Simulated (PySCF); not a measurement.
Run record: geometry optimisation, `[CH3][GaH2-][NH3+]`.

Computed with PBE0-D3(BJ)/def2-SVP geometry optimisation, gas phase (PySCF 2.14.0). Start geometry: GFN2-xTB. The input is one job of a driver script: a line of settings, then coordinates in Å.

Input:
```
{"job": {"xc": "PBE0", "basis": "def2-SVP", "d3": "d3bj", "grid": 1, "maxiter": 30, "shake": 0.01, "kind": "geom"}, "charge": 0, "multiplicity": 1}
C      1.627020     0.552890    -0.020170
Ga     0.255210    -0.913050    -0.082150
N     -1.641660     0.156980     0.066260
H      2.669290     0.216600    -0.098290
H      1.466280     1.277160    -0.862520
H      1.538770     1.156230     0.905500
H      0.032300    -1.819970     1.157630
H     -0.065620    -1.621670    -1.420090
H     -1.759770     0.812730    -0.679740
H     -1.695690     0.680710     0.955620
H     -2.388010    -0.524440     0.062280
```

Task: Give the output.

Result: 
```
step   0  E = -2021.84490913  max force = 0.026533
step   1  E = -2021.84756605  max force = 0.005076
step   2  E = -2021.84787412  max force = 0.001105
step   3  E = -2021.84792200  max force = 0.000598
step   4  E = -2021.84793637  max force = 0.000367
optimisation converged
```

Energies in Eh; «max force» is the largest Cartesian gradient component in Eh/bohr.

Task: Give the first gradient maximum in eV/Å.

Result: With 1 Eh/bohr = 51.422 eV/Å, 1.364 eV/Å.

Task: How much energy does the optimisation release, in kcal/mol?

Result: E(step 0) − E(last step) = 0.003027 Eh, which is 1.9 kcal/mol.

Main results: final energy -2021.84794 Eh after 4 steps; dipole 5.09 D.

Task: Where do the atoms end?

Result: 0.068 Å rms from the input after alignment:
```
atom  x, y, z in Å
C1     1.5232    0.6411   -0.0132
Ga2    0.3049   -0.9295   -0.0884
N3    -1.5974    0.0857    0.0675
H4     2.5731    0.3158   -0.0927
H5     1.3438    1.3482   -0.8398
H6     1.4292    1.1902    0.9382
H7     0.1724   -1.8363    1.2078
H8     0.0545   -1.6262   -1.4922
H9    -1.7259    0.7433   -0.7009
H10   -1.6714    0.6082    0.9401
H11   -2.3693   -0.5797    0.0381
```

The run took 15 s wall on Arm Neoverse V2, one thread, no GPU, on a shared host, and the process peaked at 0.41 GiB of memory.
Labels such as C1 count atoms from 1, the log's own numbers from 0.
